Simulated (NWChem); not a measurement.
Program: NWChem. System: CH$_{3}$BrOSn, charge 0, spin multiplicity 1, displaced from the optimised geometry. The structure started from a generated list of species.

The NWChem input:

```
start mol
memory heap 200 mb stack 800 mb global 1000 mb
geometry units angstroms nocenter noautoz noautosym
  Sn     0.426464    -0.175504     0.919107
  Br    -1.283323     0.938938    -0.716607
  O      1.449516    -1.303522    -0.412607
  C      1.339211    -1.495797    -1.819146
  H      0.520645    -0.877010    -2.286426
  H      2.310756    -1.227997    -2.324044
  H      1.130284    -2.579650    -2.047919
end
basis spherical
  * library def2-svp
end
ecp
  Sn library def2-ecp
end
dft
  xc xpbe96 cpbe96
  semidirect memsize 60000000 filesize 0
  iterations 100
  convergence nodiis damp 40
end
task dft gradient
```

The output up to the point where the run's verdict is printed (cleaned and shortened):

```
             Northwest Computational Chemistry Package (NWChem) 7.3.0
             --------------------------------------------------------

                                NWChem Input Module
                                -------------------

 Scaling coordinates for geometry "geometry" by  1.889725989
 (inverse scale =  0.529177249)

                             Geometry "geometry" -> ""
                             -------------------------

 Output coordinates in angstroms (scale by  1.889725989 to convert to a.u.)

  No.       Tag          Charge          X              Y              Z
 ---- ---------------- ---------- -------------- -------------- --------------
    1 Sn                  50.0000     0.42646400    -0.17550400     0.91910700
    2 Br                  35.0000    -1.28332300     0.93893800    -0.71660700
    3 O                    8.0000     1.44951600    -1.30352200    -0.41260700
    4 C                    6.0000     1.33921100    -1.49579700    -1.81914600
    5 H                    1.0000     0.52064500    -0.87701000    -2.28642600
    6 H                    1.0000     2.31075600    -1.22799700    -2.32404400
    7 H                    1.0000     1.13028400    -2.57965000    -2.04791900

 Effective nuclear repulsion energy (a.u.)     649.4272405016

            Nuclear Dipole moment (a.u.)
            ----------------------------
        X                 Y               Z
 ---------------- ---------------- ----------------
    -0.0000491329     0.0000283459    -0.0000302356


 Summary of "ao basis" -> "" (spherical)
 ------------------------------------------------------------------------------
       Tag                 Description            Shells   Functions and Types
 ---------------- ------------------------------  ------  ---------------------
 *                          def2-svp                  on all atoms

 Summary of "ao basis" -> "ao basis" (spherical)
 ------------------------------------------------------------------------------
       Tag                 Description            Shells   Functions and Types
 ---------------- ------------------------------  ------  ---------------------
[...]
 d= 0,ls=0.0         52  -2629.0985767712 -4.46D+02  6.86D-01              32.0
 d= 0,ls=0.0         53  -2183.2174101014  4.46D+02  6.86D-01              32.8
 d= 0,ls=0.0         54  -2629.0985767712 -4.46D+02  6.86D-01              33.5
 d= 0,ls=0.0         55  -2183.2174101014  4.46D+02  6.86D-01              34.3
 d= 0,ls=0.0         56  -2629.0985767712 -4.46D+02  6.86D-01              35.1
 d= 0,ls=0.0         57  -2183.2174101014  4.46D+02  6.86D-01              35.9
 d= 0,ls=0.0         58  -2629.0985767712 -4.46D+02  6.86D-01              36.8
 d= 0,ls=0.0         59  -2183.2174101014  4.46D+02  6.86D-01              37.7
 d= 0,ls=0.0         60  -2629.0985767712 -4.46D+02  6.86D-01              38.6
 d= 0,ls=0.0         61  -2183.2174101014  4.46D+02  6.86D-01              39.1
 d= 0,ls=0.0         62  -2629.0985767712 -4.46D+02  6.86D-01              39.6
 d= 0,ls=0.0         63  -2183.2174101014  4.46D+02  6.86D-01              40.2
 d= 0,ls=0.0         64  -2629.0985767712 -4.46D+02  6.86D-01              40.7
 d= 0,ls=0.0         65  -2183.2174101014  4.46D+02  6.86D-01              41.2
 d= 0,ls=0.0         66  -2629.0985767712 -4.46D+02  6.86D-01              41.7
 d= 0,ls=0.0         67  -2183.2174101014  4.46D+02  6.86D-01              42.3
 d= 0,ls=0.0         68  -2629.0985767712 -4.46D+02  6.86D-01              42.8
 d= 0,ls=0.0         69  -2183.2174101014  4.46D+02  6.86D-01              43.3
 d= 0,ls=0.0         70  -2629.0985767712 -4.46D+02  6.86D-01              43.9
 d= 0,ls=0.0         71  -2183.2174101014  4.46D+02  6.86D-01              44.5
 d= 0,ls=0.0         72  -2629.0985767712 -4.46D+02  6.86D-01              45.0
 d= 0,ls=0.0         73  -2183.2174101014  4.46D+02  6.86D-01              45.5
 d= 0,ls=0.0         74  -2629.0985767712 -4.46D+02  6.86D-01              46.1
 d= 0,ls=0.0         75  -2183.2174101014  4.46D+02  6.86D-01              46.6
 d= 0,ls=0.0         76  -2629.0985767712 -4.46D+02  6.86D-01              47.1
 d= 0,ls=0.0         77  -2183.2174101014  4.46D+02  6.86D-01              47.6
 d= 0,ls=0.0         78  -2629.0985767712 -4.46D+02  6.86D-01              48.1
 d= 0,ls=0.0         79  -2183.2174101014  4.46D+02  6.86D-01              48.7
 d= 0,ls=0.0         80  -2629.0985767712 -4.46D+02  6.86D-01              49.2
 d= 0,ls=0.0         81  -2183.2174101014  4.46D+02  6.86D-01              49.7
 d= 0,ls=0.0         82  -2629.0985767712 -4.46D+02  6.86D-01              50.3
 d= 0,ls=0.0         83  -2183.2174101014  4.46D+02  6.86D-01              50.8
 d= 0,ls=0.0         84  -2629.0985767712 -4.46D+02  6.86D-01              51.3
 d= 0,ls=0.0         85  -2183.2174101014  4.46D+02  6.86D-01              51.9
 d= 0,ls=0.0         86  -2629.0985767712 -4.46D+02  6.86D-01              52.4
 d= 0,ls=0.0         87  -2183.2174101014  4.46D+02  6.86D-01              52.9
 d= 0,ls=0.0         88  -2629.0985767712 -4.46D+02  6.86D-01              53.4
 d= 0,ls=0.0         89  -2183.2174101014  4.46D+02  6.86D-01              54.0
 d= 0,ls=0.0         90  -2629.0985767712 -4.46D+02  6.86D-01              54.5
 d= 0,ls=0.0         91  -2183.2174101014  4.46D+02  6.86D-01              55.0
 d= 0,ls=0.0         92  -2629.0985767712 -4.46D+02  6.86D-01              55.5
 d= 0,ls=0.0         93  -2183.2174101014  4.46D+02  6.86D-01              56.1
 d= 0,ls=0.0         94  -2629.0985767712 -4.46D+02  6.86D-01              56.6
 d= 0,ls=0.0         95  -2183.2174101014  4.46D+02  6.86D-01              57.1
 d= 0,ls=0.0         96  -2629.0985767712 -4.46D+02  6.86D-01              57.7
 d= 0,ls=0.0         97  -2183.2174101014  4.46D+02  6.86D-01              58.2
 d= 0,ls=0.0         98  -2629.0985767712 -4.46D+02  6.86D-01              58.7
 d= 0,ls=0.0         99  -2183.2174101014  4.46D+02  6.86D-01              59.2
 d= 0,ls=0.0        100  -2629.0985767712 -4.46D+02  6.86D-01              59.8
```

Convergence was not reached. The next line reads: Calculation failed to converge. NWChem stopped with the message: dft gradient failed.
